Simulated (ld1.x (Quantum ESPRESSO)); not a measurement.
# What one change does to a pseudopotential (B, TM)

```
Element                 : boron (B)
Generator               : ld1.x (Quantum ESPRESSO) 7.5
Type                    : norm-conserving Troullier–Martins (Kleinman–Bylander form)
Functional              : PBEsol
Relativity              : scalar-relativistic
Frozen core             : [He]
Valence charge          : 3
Reference configuration : 2s2 2p1
Partial waves           : 2s (bound): rc 1.50 bohr; 2p (bound): rc 2.75 bohr
Local potential         : the p channel
Core correction         : a·sin(br)/r model core inside 1.50 bohr
```

All-electron outer shells of the reference configuration (PBEsol, scalar-relativistic, ld1.x):

```
shell  level (eV)  outermost node (bohr)  outermost maximum (bohr)
   1s     -179.55                      –                      0.21
   2s       -9.36                   0.46                      1.52
   2p       -3.56                      –                      1.59
```

Change: wave 2p (bound): rc 2.75 bohr becomes 2p (bound): rc 2.26 bohr.

Cutoffs: the cutoffs (Ry, on a coarse ladder) from which the occupation-weighted sum of valence levels, in a spherical-Bessel basis at the reference potential, stays within 10 and 1 mRy of its value at 400 Ry; they do not see the model core or the augmentation charge, which bear on the density cutoff. Errors are all-electron minus pseudo energies relative to the spin-unpolarised reference configuration.

**Question.** Predict the effect on cutoff, ghosts and configuration errors.

**Answer.** The potential gets harder (18 Ry and 50 Ry → 21 Ry and 50 Ry); of the 7 tests that both files solve, the error grows in 0 and shrinks in 6 by more than 15 % and 0.3 meV (median size 28.5 → 3.0 meV); neither file shows a bound ghost. A smaller radius makes the pseudo-wave follow the all-electron one further in, where it bends more sharply, so more plane waves are needed. Less of the atom is replaced, so other configurations are described better.

```csv
quantity,base,changed
"cutoff, loose",18 Ry,21 Ry
"cutoff, tight",50 Ry,50 Ry
loose cutoff by channel (10 mRy a level),"s 15 Ry, p 12 Ry","s 15 Ry, p 15 Ry"
bound ghosts,none,none
"error for 2s2 2p0, meV [ΔE 8.14 eV]",+50,+28
"error for 2s1 2p0, meV [ΔE 33.40 eV]",+181,+110
"error for 2s2 2p0.5, meV [ΔE 2.86 eV]",+5.3,+3.0
"error for 2s1 2p2, meV [ΔE 5.82 eV]",-7.3,+0.7
"error for 2s0 2p3, meV [ΔE 11.66 eV]",-29,+0.8
"error for 2s1 2p1, meV [ΔE 14.26 eV]",-42,-18
"error for 2s2 2p1.3, meV [ΔE -0.72 eV]",-0.1,+0.1
```
